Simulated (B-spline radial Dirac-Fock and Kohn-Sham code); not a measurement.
**What relativity does to the binding energies of Tb⁵¹⁺**

System: Tb⁵¹⁺ in the configuration [Ne] 3s2 3p2.

Both columns are ΔSCF binding energies of the configuration average from a B-spline atomic structure program: non-relativistic Hartree-Fock with a point nucleus, and Dirac-Fock with a finite nucleus and the Coulomb interaction alone, averaged over the two j levels with weights 2j+1.

```
shell  Hartree-Fock (eV)  Dirac-Fock (eV)  shift (eV)  shift (%)
   1s            52714.4          55981.5    +3267.07      +6.20
   2s            11394.6          12296.7     +902.08      +7.92
   2p            11038.7          11362.7     +324.06      +2.94
   3s             4631.3           4907.1     +275.78      +5.95
   3p             4516.4           4639.7     +123.34      +2.73
```

Relativity binds 1s, 2s, 2p, 3s, 3p more strongly, among those listed most of all 2s in relative terms.

Values without a named source are computed, but for edge energies of neutral atoms, which are taken from tables.
